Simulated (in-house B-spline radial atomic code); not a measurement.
A run on the oxygen ion O³⁺ (an excited or competing configuration) that did not converge. Method: scalar-relativistic (X2C) PW91, spin-polarised, spherical fractional occupations, Fermi nucleus of rms radius 2.6991 fm; computed with an all-electron radial atomic-structure program (B-spline basis).

Command:
```bash
python run_scf.py task.json out
```
Settings (nuclear radius in fm, mass in u):
```
Z                8
configuration    [He] 2s1 2p1 3p1
hamiltonian      x2c
method           pw91,pw91
spin_polarised   True
nucleus          fermi
rms_radius       2.6991
atomic_mass      15.99491
speed_of_light   137.035999084
```

First and last ten iterations of the last attempt (damped for 15 steps, keeping 80 % of the old Fock matrix, then DIIS):
```
 iter        energy (Eh)    residual
    1         -68.350734    2.46e-01
    2         -69.136012    2.96e-02
    3         -69.142770    2.28e-02
    4         -69.146777    1.76e-02
    5         -69.149156    1.36e-02
    6         -69.150571    1.05e-02
    7         -69.151413    8.13e-03
    8         -69.151915    6.29e-03
    9         -69.152214    4.86e-03
   10         -69.152392    3.76e-03
  111         -69.152658    8.68e-07
  112         -69.152658    8.44e-07
  113         -69.152658    8.22e-07
  114         -69.152658    4.35e-07
  115         -69.152658    5.89e-07
  116         -69.152658    3.88e-07
  117         -69.152658    8.31e-07
  118         -69.152658    5.78e-07
  119         -69.152658    5.82e-07
  120         -69.152658    5.88e-07
 not converged after 120 iterations
```

The smallest residual met was 3.9e-07; the threshold is about 1e-07. Over the last five steps the energy moves by less than 1e-08 hartree, but the orbitals didn't meet the threshold. Run time, properties included: 1.6 s on 1 thread of Arm Neoverse N1, on a shared host.
